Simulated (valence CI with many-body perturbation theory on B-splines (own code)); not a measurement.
**Hf XLII: key properties**

Calculated by relativistic CI+MBPT: three valence electrons over a frozen Dirac-Fock core [Ar] 3d10, a basis of 9 s, 9 p, 8 d, 6 f, 3 g, 1 h functions for each j, with the one-electron correlation potential Σ1 (screened to all orders), the two-electron term Σ2, the three-electron term Σ3, Breit, model QED; selected single and double excitations, second order for the rest, scaled by the run's own slope (own B-spline code, finite nucleus).

The last digits are not significant, and no measured levels were compared; by estimate large intervals hold to a few tenths of a per cent, small ones and those within an open d or f shell to about a per cent.

Levels are named by their leading jj configuration (3d3/2^4 stands for four electrons in 3d with j = 3/2), which in mixed levels can hold well under half, so a name can repeat and another be missing.

Rates and lifetimes use the calculated energies. Strong lines usually hold to 10 to 20 %, long lifetimes can be off by a factor of two.

(1) What is the ground level?

(2) Name the longest-lived excited levels whose lifetime is computed, and their main decay.

(3) Where does the other parity begin?

(4) What is the ionisation energy?

(5) How well does LS coupling describe the low levels?

(6) What are the static dipole polarisabilities of the lowest levels?

(7) Among levels below 3490.5 × 10³ cm⁻¹, which E1 lines absorb most strongly from the ground level?

Answers

(1) (4s^2 4p1/2) J=1/2, composition 99 % 4s²4p ²P°, g = 0.660.

(2) (4s 4p3/2 4d5/2) J=9/2 at 3315.7 × 10³ cm⁻¹ lives 393 ns, mostly by M1 to (4s 4p1/2 4d5/2) J=7/2; (4s^2 4p3/2) J=3/2 at 683.84 × 10³ cm⁻¹ lives 339 ns, mostly by M1 to (4s^2 4p1/2) J=1/2.

(3) At (4s 4p1/2^2) J=1/2, 739.41 × 10³ cm⁻¹.

(4) 2022.9 eV; NIST lists 2022 ± 4 eV (theoretical).

(5) Among the lowest 20 levels the leading LS term, summed over configurations, holds 66 % on average. For single configurations the figures are 63 % in LS and 90 % in jj coupling. Terms mix most in the J = 5/2 level at 2708.7 × 10³ cm⁻¹, where the leading one holds 35 %.

(6) (4s^2 4p1/2) J=1/2 0.0371 bohr³, of which the core gives 0.00241.

(7) to (4s^2 4d3/2) J=3/2 at 5.207 nm, f = 0.819; to (4s 4p1/2 4p3/2) J=3/2 at 6.759 nm, f = 0.393; to (4s 4p1/2 4p3/2) J=1/2 at 6.665 nm, f = 0.380.
